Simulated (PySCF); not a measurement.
C₆H₅Cl, SMILES Clc1ccccc1, GFN2-xTB optimised geometry.

```
12

Cl    -1.53    -2.42     0.00
C     -0.67    -0.92     0.00
C     -1.39     0.27     0.00
C     -0.70     1.47     0.00
C      0.68     1.48     0.00
C      1.39     0.29     0.00
C      0.71    -0.92     0.00
H     -2.47     0.25     0.00
H     -1.25     2.40     0.00
H      1.22     2.42     0.00
H      2.47     0.30     0.00
H      1.25    -1.85     0.00
```

Density from PBE/def2-TZVP run with PySCF at that geometry.

Minimum of the electron density along straight lines between bonded atoms, close to the bond critical point (lines longer than 1.1 times the sum of covalent radii, or with two minima, are not listed):

```csv
bond,length / Å,ρ at the minimum / e bohr⁻³,∇²ρ there / e bohr⁻⁵,position (fraction from the first atom)
Cl1–C2,1.731,0.204,-0.30,0.58
C2–C3,1.385,0.319,-0.91,0.52
C3–C4,1.384,0.317,-0.91,0.50
C4–C5,1.385,0.318,-0.92,0.50
C5–C6,1.385,0.318,-0.92,0.50
C2–C7,1.385,0.318,-0.91,0.52
C6–C7,1.384,0.317,-0.91,0.50
C3–H8,1.079,0.286,-1.01,0.65
C4–H9,1.080,0.286,-1.00,0.64
C5–H10,1.080,0.286,-1.00,0.64
C6–H11,1.080,0.286,-1.00,0.64
C7–H12,1.079,0.286,-1.01,0.65
```
